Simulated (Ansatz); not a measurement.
`C[AsH]` radical, 6 atoms. Charge 0, multiplicity 2. Correlated methods include outer-core shells of As, which these sets cover unevenly. Scalar relativity is left out up to krypton. All runs use 2 threads of a server CPU on a shared host. Correlated methods freeze the cores. Open-shell runs search over several starts.

Q: Give the basis size and wall time and peak host memory of each of these runs in Ansatz. UHF-MP2/def2-QZVPP energy; UKS r2SCAN0-D4/def2-TZVPP energy; UKS PBE0-D4/def2-TZVP frequencies; UKS ωB97M-V/def2-SVP energy; UHF-CCSD(T)/def2-TZVPP energy; UKS PBE0-D4/def2-TZVP relaxation (5 steps); UKS PBE0-D4/def2-SVP energy; UKS B97M-V/def2-TZVPP energy; UKS ωB97M-V/def2-QZVPP energy; direct RPA on PBE orbitals/def2-TZVPP energy; UKS BLYP-D4/def2-TZVPP energy; UKS PBE0-D4/def2-QZVPP energy. (Estimate.)

A: Computed: Other jobs shared the machine, so times are rough.

```json
{"level": "UKS PBE0-D4/def2-SVP", "job": "energy", "functions": "66", "wall time": "1.1 s", "peak host memory (GiB)": "0.16"}
{"level": "UKS BLYP-D4/def2-TZVPP", "job": "energy", "functions": "135", "wall time": "1.6 s", "peak host memory (GiB)": "0.17"}
{"level": "direct RPA on PBE orbitals/def2-TZVPP", "job": "energy", "functions": "135", "wall time": "3.1 s", "peak host memory (GiB)": "0.29"}
{"level": "UKS ωB97M-V/def2-SVP", "job": "energy", "functions": "66", "wall time": "3.6 s", "peak host memory (GiB)": "0.28"}
{"level": "UKS r2SCAN0-D4/def2-TZVPP", "job": "energy", "functions": "135", "wall time": "3.6 s", "peak host memory (GiB)": "0.33"}
{"level": "UKS PBE0-D4/def2-QZVPP", "job": "energy", "functions": "266", "wall time": "5.5 s", "peak host memory (GiB)": "0.71"}
{"level": "UKS B97M-V/def2-TZVPP", "job": "energy", "functions": "135", "wall time": "6 s", "peak host memory (GiB)": "0.27"}
{"level": "UHF-MP2/def2-QZVPP", "job": "energy", "functions": "266", "wall time": "10 s", "peak host memory (GiB)": "0.88"}
{"level": "UKS PBE0-D4/def2-TZVP", "job": "relaxation (5 steps)", "functions": "103", "wall time": "11 s", "peak host memory (GiB)": "0.24"}
{"level": "UKS ωB97M-V/def2-QZVPP", "job": "energy", "functions": "266", "wall time": "13 s", "peak host memory (GiB)": "0.94"}
{"level": "UHF-CCSD(T)/def2-TZVPP", "job": "energy", "functions": "135", "wall time": "35 s", "peak host memory (GiB)": "1.7"}
{"level": "UKS PBE0-D4/def2-TZVP", "job": "frequencies", "functions": "103", "wall time": "44 s", "peak host memory (GiB)": "0.23"}
```
